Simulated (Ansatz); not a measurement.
Basis-set extrapolation for `CO[SiH](F)OC` (PBE0-D4/def2-TZVP geometry, frozen core, Ansatz). Multiplicity 1, RHF reference.

|  | def2-TZVPP | def2-QZVPP |
| --- | --- | --- |
| HF | -618.224804 | -618.250920 |
| MP2 correlation | -1.183813 | -1.278739 |
| CCSD(T) correlation | -1.263132 | not run |

Energies in hartree. Use E(X) = E(∞) + A·exp(−7.88·√X) for Hartree–Fock and E(X) = E(∞) + B·X^(−2.97) for correlation, with X = 3 and 4, and add CCSD(T) minus MP2 of the smaller set to the MP2 limit.

Q: What is the CCSD(T) energy at the basis-set limit?

A: HF limit: -618.250920 + (-0.026116) × 0.13774 = -618.25452. MP2 limit: -1.278739 + (-0.094926) × 0.74074 = -1.34905. Higher-order term: -1.263132 − (-1.183813) = -0.07932. Total: -619.68289 hartree, 5.30 eV below CCSD(T)/def2-TZVPP.
